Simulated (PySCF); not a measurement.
Cl2Hf, SMILES [Hf]([Cl])[Cl], multiplicity 1.

The structure is a stationary point at B3LYP-D3(BJ)/def2-TZVP. The spin state was assumed, not searched. The def2 effective core potentials stand for the cores of Hf; spin–orbit coupling is left out.

Computed with TDA-PBE0/def2-SVPD (PySCF).

Vertical excitations; the highest root listed may be one member of a degenerate set. Isolated molecule, no solvent. State labels are in the subgroup D2h.

```tsv
state	symmetry	energy (eV)	λ (nm)	f	main pairs
S1	Ag	1.56	794	0.000	HOMO→LUMO+1 (degenerate set)
S2	B1g	1.56	794	0.000	HOMO→LUMO (degenerate set)
S3	B3g	1.95	635	0.000	HOMO→LUMO+3 (degenerate set)
S4	B2g	1.95	635	0.000	HOMO→LUMO+2 (degenerate set)
S5	B2u	4.89	253	0.343	HOMO→LUMO+4, HOMO−1→LUMO, HOMO−2→LUMO+1 (degenerate set)
S6	B3u	4.89	253	0.343	HOMO→LUMO+5, HOMO−2→LUMO, HOMO−1→LUMO+1 (degenerate set)
S7	B3u	5.08	244	0.000	HOMO−1→LUMO+1, HOMO−2→LUMO (degenerate set)
S8	B2u	5.08	244	0.000	HOMO−2→LUMO+1, HOMO−1→LUMO (degenerate set)
S9	Au	5.19	239	0.000	HOMO−3→LUMO (degenerate set)
S10	B1u	5.19	239	0.000	HOMO−3→LUMO+1 (degenerate set)
T3	B3g	1.58	786	0	HOMO→LUMO+3 (degenerate set)
T4	B2g	1.58	786	0	HOMO→LUMO+2 (degenerate set)
```
Triplets are in the Tamm–Dancoff approximation.
